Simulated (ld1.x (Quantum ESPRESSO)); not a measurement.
# Ti, TM: configuration errors across variants

* Element: titanium
* Generator: ld1.x (Quantum ESPRESSO) 7.5
* Type: norm-conserving Troullier–Martins (Kleinman–Bylander form)
* Functional: revPBE
* Relativity: fully relativistic
* Frozen core: [Ar]
* Valence charge: 4
* Reference configuration: 3d2 4s2 4p0
* Partial waves: 4p (bound, empty): rc 3.35 bohr; 3d (bound): rc 2.60 bohr; 4s (bound): rc 2.05 bohr
* Local potential: the s channel
* Core correction: none

Open shells are filled in proportion to 2j + 1 (rel_dist='average').

All-electron excitation energies from the reference (eV): (1) 3d2 4s1 4p0 7.278; (2) 3d2 4s0 4p0 20.710; (3) 3d1 4s0 4p0 47.570; (4) 3d2 4s1.5 4p0 2.911; (5) 3d2 4s0 4p2 6.215; (6) 3d3 4s1 4p0 1.107; (7) 3d3 4s0 4p0 7.291.

1 further variants failed, have other tests or too few solved ones, and are left out.

Errors AE − PS in meV (a dash: test not solved or not reliable):

| change | (1) | (2) | (3) | (4) | (5) | (6) | (7) | bound ghosts |
| --- | --- | --- | --- | --- | --- | --- | --- | --- |
| base | +9.3 | +200 | +414 | +0.9 | +27 | +42 | +173 | none |
| wave 3d (bound): rc 2.60 bohr becomes 3d (bound): rc 1.70 bohr | +3.7 | +207 | +176 | -0.4 | +26 | -67 | -43 | none |
| wave 3d (bound): rc 2.60 bohr becomes 3d (bound): rc 1.94 bohr | +4.2 | +207 | +217 | -0.3 | +25 | -50 | -8.1 | none |
| wave 3d (bound): rc 2.60 bohr becomes 3d (bound): rc 2.54 bohr | +8.5 | +201 | +390 | +0.7 | +26 | +30 | +151 | none |
| wave 3d (bound): rc 2.60 bohr becomes 3d (bound): rc 2.84 bohr | +12 | +194 | +497 | +1.4 | +28 | +81 | +246 | none |
| wave 3d (bound): rc 2.60 bohr becomes 3d (bound): rc 3.06 bohr | +15 | +184 | +601 | +2.1 | +29 | +129 | +330 | none |
| wave 3d (bound): rc 2.60 bohr becomes 3d (bound): rc 3.40 bohr | +18 | +153 | +828 | +3.1 | +28 | +229 | +486 | none |
| wave 3d (bound): rc 2.60 bohr becomes 3d (bound): rc 3.64 bohr | +19 | +132 | +936 | +3.3 | +26 | +275 | +548 | none |

**Question.** Give the same row for: wave 3d (bound): rc 2.60 bohr becomes 3d (bound): rc 3.82 bohr.

**Answer.** +18, +107, +1053, +3.4, +22, +323, +605; bound ghosts: none.
